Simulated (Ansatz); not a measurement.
`C[NH][AlH][OH]` + HCl → `C[NH][AlH][Cl]` + H₂O at 298.15 K and 1 bar (ligand exchange at the Al–O bond).

Isolated molecules relaxed with PBE0-D4/def2-TZVP in Ansatz; ΔE leaves out vibrations. CCSD(T)/CBS adds triple-zeta CCSD(T) − MP2 to the extrapolated MP2 energy (def2 sets, frozen cores). This one scheme is used for every species. Each species was taken in one conformer, which may not be the lowest.

```
         species  CCSD(T)/CBS energy (Eh)  H − E (kJ/mol)  S (J/(mol·K))
`C[NH][AlH][OH]`               -413.63722           216.2          326.9
             HCl               -460.38127            26.6          186.8
`C[NH][AlH][Cl]`               -797.65353           184.3          328.0
             H₂O                -76.37941            66.4          188.7
```

H − E and S are ideal-gas, rigid-rotor, harmonic terms from PBE0-D4/def2-TZVP, for one conformer and one mirror image of each species. 1 Eh = 2625.50 kJ/mol, R = 8.31446 J/(mol·K).

**Question.** By hand: ΔE, ΔH, ΔS and ΔG.

**Answer.** ΔE = (-797.65353) + (-76.37941) − (-413.63722) − (-460.38127) = -0.01445 Eh = -37.9 kJ/mol. Δ(H − E) = 184.3 + 66.4 − 216.2 − 26.6 = 7.9, so ΔH = -30.0 kJ/mol. ΔS = 328.0 + 188.7 − 326.9 − 186.8 = 3.0 J/(mol·K). ΔG = -30.0 − 298.15 × (3.0)/1000 = -30.9 kJ/mol.

**Question.** By hand: the equilibrium constant, and the temperature at which ΔG would vanish if ΔH and ΔS stayed fixed.

**Answer.** log₁₀ K = −ΔG/(RT ln 10) = 5.4. ΔH and −TΔS have one sign here, so there is no such temperature.

The number of gas molecules stays the same, so ΔS is small and ΔH decides. A doubt of 5 kJ/mol in ΔE shifts log₁₀ K by 0.9 here. Other conformers and mirror images would add mixing entropy, several J/(mol·K) or more a flexible species. These are equilibria of isolated gas molecules and say nothing of rates. Largest T1 diagnostic: 0.011 (customary marks: 0.02 for closed shells, 0.045 for open ones).

ΔS is within the doubt of such terms, so its sign, and with it that verdict, could turn.
